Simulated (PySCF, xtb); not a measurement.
C4H12Si2, SMILES CC[C@@H]1C[SiH2][SiH2]1.

GFN2-xTB (xtb 6.7.1) at its own geometry gives an orbital gap of 3.89 eV and a dipole moment of 0.67 D.

Coordinates come from a B3LYP-D3(BJ)/def2-SVP optimisation. The structure was generated by enumeration; whether it is a known compound was not checked. The values are those of a single conformer.

**Question.** What does PySCF with PBE/def2-TZVP give? (The exact figures need the calculation; the answer reports its results.)

**Answer.** gap 5.51 eV (levels -6.24 and -0.73 eV), dipole 0.85 D.
